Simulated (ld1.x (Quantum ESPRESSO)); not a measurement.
**What one change does to a pseudopotential (Sb (Z = 51), TM)**

- Element: antimony
- Generator: ld1.x (Quantum ESPRESSO) 7.5
- Type: norm-conserving Troullier–Martins (Kleinman–Bylander form)
- Functional: LDA (PZ)
- Relativity: scalar-relativistic
- Frozen core: [Kr] 4d10
- Valence charge: 5
- Reference configuration: 5s2 5p3
- Partial waves: 5s (bound): rc 1.40 bohr; 5p (bound): rc 1.95 bohr
- Local potential: all-electron potential smoothed inside 1.10 bohr (lloc = -1)
- Core correction: a·sin(br)/r model core, default radius (core density twice the valence density)

All-electron outer shells of the reference configuration (LDA (PZ), scalar-relativistic, ld1.x):

```json
{"shell": "4p", "level (eV)": "-101.60", "outermost node (bohr)": "0.39", "outermost maximum (bohr)": "0.76"}
{"shell": "4d", "level (eV)": "-33.55", "outermost node (bohr)": "0.38", "outermost maximum (bohr)": "0.84"}
{"shell": "5s", "level (eV)": "-13.09", "outermost node (bohr)": "0.95", "outermost maximum (bohr)": "1.88"}
{"shell": "5p", "level (eV)": "-5.00", "outermost node (bohr)": "1.04", "outermost maximum (bohr)": "2.32"}
```

Change: local potential all-electron potential smoothed inside 1.90 bohr (lloc = -1).

Cutoffs: the cutoffs (Ry, on a coarse ladder) from which the occupation-weighted sum of valence levels, in a spherical-Bessel basis at the reference potential, stays within 10 and 1 mRy of its value at 400 Ry; they do not see the model core or the augmentation charge, which bear on the density cutoff. Errors are all-electron minus pseudo energies relative to the spin-unpolarised reference configuration.

How do hardness, ghosts and transferability respond?

The potential gets neither clearly harder nor softer (45 Ry and 180 Ry → 45 Ry and 180 Ry); the bound ghosts move from d, p, s to d, s; of the 9 tests that both files solve, the error grows in 2 and shrinks in 7 by more than 15 % and 0.3 meV (median size 19.4 → 8.2 meV); the range in which the s phases agree narrows (upper end 2.5 → -0.7); the range in which the p phases agree narrows (upper end 4.3 → 1.0). In the separable form a ghost depends on how the local part lies against the semilocal potential of the channel, so the choice of the local part can create or remove one.

```tsv
quantity	base	changed
cutoff, loose	45 Ry	45 Ry
cutoff, tight	180 Ry	180 Ry
loose cutoff by channel (10 mRy a level)	s 40 Ry, p 25 Ry	s 40 Ry, p 6 Ry
bound ghosts	s, p, d	s, d
error for 5s2 5p2, meV [ΔE 8.52 eV]	-5.6	+0.9
error for 5s2 5p1, meV [ΔE 24.77 eV]	-35	+8.2
error for 5s2 5p0, meV [ΔE 49.56 eV]	-129	+22
error for 5s1 5p4, meV [ΔE 8.21 eV]	-19	-5.3
error for 5s0 5p5, meV [ΔE 16.65 eV]	-80	-64
error for 5s1 5p3, meV [ΔE 17.34 eV]	-34	+6.7
error for 5s2 5p2.5, meV [ΔE 3.36 eV]	-1.3	-0.1
error for 5s2 5p3 (spin-polarised), meV [ΔE -1.09 eV]	+1.8	+12
error for 5s2 5p2 (spin-polarised), meV [ΔE 7.93 eV]	-5.4	+9.0
s: phases at 2.14 bohr within 0.05 rad from the reference energy up to (Ry; the scan ends near 5)	2.5	-0.7
p: phases at 2.14 bohr within 0.05 rad from the reference energy up to (Ry; the scan ends near 5)	4.3	1.0
```

 A true bound ghost makes a file unfit for plane-wave use even where its test errors are small: the radial tests pick states by their node count and pass the ghost by.
